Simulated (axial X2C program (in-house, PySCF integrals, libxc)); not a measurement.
**Nuclear properties of GaNC⁻**

Computed with an in-house all-electron X2C program for linear molecules (integrals from PySCF): two-component X2C with atomic mean-field Coulomb and Gaunt terms, Gaussian nuclei, basis Ga dyall-v3z, N dyall-av3z, C dyall-v3z with contracted cores.

Ga–N–C held linear, with bonds 2.069 and 1.172 Å (near the PBE0 minimum at charge -1 of the determinant lowest at the starting distance; the state shown can have its own minimum elsewhere, held linear; other orders of the atoms were not compared).

Determinant lowest in the PBE0 search, Ω = 1/2 (⟨Sz⟩ = -0.50, ⟨Lz⟩ = 1.00 at PBE0), spin on the atoms Ga -0.53, N 0.06, C -0.04:

```csv
level,Eeff magnitude (GV/cm),Ws magnitude Ga (kHz),A∥/gI Ga (MHz),qzz Ga (a.u.),A∥/gI N (MHz),qzz N (a.u.),A∥/gI C (MHz),qzz C (a.u.)
PBE0,0.135,0.113,839,-0.68,6.02,-0.61,21.7,-0.86
HF,0.352,0.299,808,-0.69,-4.06,-0.71,13.2,-0.99
B3LYP,0.0706,0.0591,754,-0.66,3.02,-0.64,21.1,-0.88
```

Determinant 0.05 eV from it at PBE0 and this distance, Ω = 3/2 (⟨Sz⟩ = 0.50, ⟨Lz⟩ = 1.00 at PBE0), spin on the atoms Ga 0.53, N -0.06, C 0.04:

| level | Eeff magnitude (GV/cm) | Ws magnitude Ga (kHz) | A∥/gI Ga (MHz) | qzz Ga (a.u.) | A∥/gI N (MHz) | qzz N (a.u.) | A∥/gI C (MHz) | qzz C (a.u.) |
| --- | --- | --- | --- | --- | --- | --- | --- | --- |
| PBE0 | 0.189 | 0.0526 | 54.5 | -0.75 | -2.17 | -0.61 | 5.98 | -0.86 |
| HF | 0.49 | 0.139 | 14.6 | -0.76 | -3.25 | -0.71 | 6.31 | -0.99 |
| B3LYP | 0.124 | 0.0346 | 91.3 | -0.73 | -0.825 | -0.64 | 6.74 | -0.88 |

Eeff is the effective electric field on the electron electric dipole moment in this Ω state and Ws the scalar–pseudoscalar constant of the nucleus named (defined with the proton number Z and per Ω); A∥ (defined per Ω) follows by multiplying with gI = μI/(I μN); qzz is the electric field gradient, eQq0 = 234.96 MHz × Q/barn × qzz. The operators were transformed with the bare-nucleus X2C matrices; with these basis sets, hyperfine constants and field gradients can be off by tens of per cent, and where levels differ in sign neither size nor sign is settled.

(1) With gI(69Ga) = 1.3444, Q(69Ga) = 0.171 barn, Q(14N) = 0.02044 barn, gI(13C) = 1.4048 (g factors from the IAEA table of nuclear moments by Stone; Q from Pyykkö, Mol. Phys. 2018), turn the PBE0 values of the first state into constants in MHz.

The molecule was held linear; bending was not examined, so a bent shape may lie lower.

Each state is one determinant with collinear spin. Unrestricted Hartree–Fock can overshoot spin polarisation at the nuclei. For an anion, determinants above electron detachment, or with a positive highest level, are held by the basis set. Where Eeff spreads by more than a factor of two the levels disagree and none is to be relied on. The search compared states at one distance, so a state with another bond length can lie lower. PBE0 term energies can be off by some tenths of an eV.

Results:

(1) A∥(69Ga) = 839 × 1.3444 = 1130 MHz; eQq0(69Ga) = 234.96 × (0.171) × (-0.68) = -27.3 MHz; eQq0(14N) = 234.96 × (0.02044) × (-0.61) = -2.93 MHz; A∥(13C) = 21.7 × 1.4048 = 30.5 MHz.
